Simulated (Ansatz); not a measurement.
```yaml
crystal:
  periodic: [false, false, false]
  atoms:
    - {symbol: F, position_ang: [-5.302282, 1.500749, -1.453188]}
    - {symbol: C, position_ang: [-2.618066, 0.386682, -1.907060]}
    - {symbol: F, position_ang: [-2.802259, -2.539272, -1.730419]}
    - {symbol: F, position_ang: [-1.802308, 1.064910, -4.638711]}
    - {symbol: C, position_ang: [-0.518596, 1.618445, 0.370199]}
    - {symbol: O, position_ang: [2.306889, 0.465262, -0.081615]}
    - {symbol: B, position_ang: [3.578446, -1.628297, 1.568488]}
    - {symbol: Cl, position_ang: [7.065606, -2.840493, 0.522357]}
    - {symbol: Cl, position_ang: [1.902142, -3.117017, 4.714276]}
    - {symbol: H, position_ang: [-1.383600, 1.089267, 2.547671]}
    - {symbol: H, position_ang: [-0.425971, 3.999720, 0.088003]}
basis:
  gaussian: {orbitals: pcseg-2}
hamiltonian: {xc: {name: r2SCAN0}, dispersion: d4}
output: {forces: true}
```

```sh
$ ansatz run in.yaml --threads 4 --pin off --events-out ev --progress --plain --max-ram 66560MiB --backend cuda --devices 0, --max-vram 37GiB
```

Shortened log:

```
Functional definition: r2SCAN0
1767 factors; their error is unknown
mean field evaluation 1: about -37878.9387 eV, gradient 1.3e2 eV
mean field evaluation 2: about -35584.7575 eV, gradient 6.4e2 eV
mean field evaluation 4: about -36644.1060 eV, gradient 3.0e2 eV
mean field evaluation 8: about -37964.2408 eV, gradient 3.2e1 eV
mean field evaluation 16: about -37970.7701 eV, gradient 4.1e-1 eV
mean field evaluation 32: about -37970.9297 eV, gradient 6.7e-5 eV
mean field -37970.93121680 eV, -1395.4059845957 hartree, gradient 2.2e-8 eV, S^2 0.000000; 20 other end points of the search recorded, 0 dependent functions left out
reference -37970.93123613 eV, -1395.4059853062 hartree; 44, 44 occupied and 262, 262 virtual orbitals, 1767 factors
Total energy: -37970.97404822 eV, -1395.4075586216 hartree
Atom 0 at    -5.302282     1.500749    -1.453188 Å, force     1.495048    -0.555869    -0.175297 eV/Å
Atom 1 at    -2.618066     0.386682    -1.907060 Å, force    -1.033420    -0.637503    -1.296010 eV/Å
Atom 2 at    -2.802259    -2.539272    -1.730419 Å, force     0.166835     1.588069    -0.029907 eV/Å
Atom 3 at    -1.802308     1.064910    -4.638711 Å, force    -0.425562    -0.362610     1.606731 eV/Å
Atom 4 at    -0.518596     1.618445     0.370199 Å, force    -0.319515     1.538059     1.739528 eV/Å
Atom 5 at     2.306889     0.465262    -0.081615 Å, force    -0.275273    -0.282007     0.511474 eV/Å
Atom 6 at     3.578446    -1.628297     1.568488 Å, force    -0.148812     0.205595    -0.263155 eV/Å
Atom 7 at     7.065606    -2.840493     0.522357 Å, force    -0.385687     0.136766     0.123496 eV/Å
Atom 8 at     1.902142    -3.117017     4.714276 Å, force     0.172998     0.168932    -0.334488 eV/Å
Atom 9 at    -1.383600     1.089267     2.547671 Å, force     0.874411     0.597674    -2.193674 eV/Å
Atom 10 at    -0.425971     3.999720     0.088003 Å, force    -0.121022    -2.397107     0.311304 eV/Å
Dipole moment:     2.152734     0.958133     2.080627 e Å
```

Problem. Something in this input is off. What?

Solution. The geometry is stretched to more than twice its size. The calculation finished and met its thresholds. The result belongs to that input, not to the molecule as meant.
